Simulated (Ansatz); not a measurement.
C4H3BrS (`Brc1cccs1`) at its PBE0-D4/def2-TZVP geometry, where that method's forces vanish. The species carries charge 0 and has multiplicity 1.

```xyz
9

Br    2.3075    2.0101   -0.5476
C     0.8449    0.9110   -0.1922
C     0.8093   -0.4496   -0.2467
C    -0.4727   -0.9523    0.0866
C    -1.3674    0.0317    0.3824
S    -0.6622    1.5820    0.2594
H     1.6625   -1.0572   -0.5133
H    -0.7181   -2.0058    0.1051
H    -2.4037   -0.0699    0.6664
```

Problem. What forces (eV/Å) does PBE-D4/def2-TZVPP give on these atoms in Ansatz? (Estimate.)

Solution. Ansatz gave: 
```
Br1  0.287  0.225 -0.069
C2   0.152  0.264 -0.030
C3   0.059 -0.424 -0.037
C4   0.203 -0.323 -0.072
C5  -0.371  0.092  0.108
S6  -0.239  0.536  0.092
H7   0.181 -0.133 -0.057
H8  -0.051 -0.230  0.003
H9  -0.222 -0.007  0.062
```
